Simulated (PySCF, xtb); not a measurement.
ClF₃H₂OSi₂, SMILES Cl[SiH2]O[Si](F)(F)F.

GFN2-xTB in xtb at its own geometry gives an orbital gap of 6.13 eV and a dipole moment of 2.79 D.

Coordinates come from a B3LYP-D3(BJ)/def2-SVP optimisation. The structure was generated by enumeration, and PubChem lists no compound with its InChIKey, so it may never have been made. The values are those of a single conformer.

Task: What does r2SCAN/def2-TZVP run with PySCF give? (The exact figures need the calculation; the answer reports its results.)

Result: gap 7.57 eV (levels -8.34 and -0.77 eV), dipole 2.10 D.
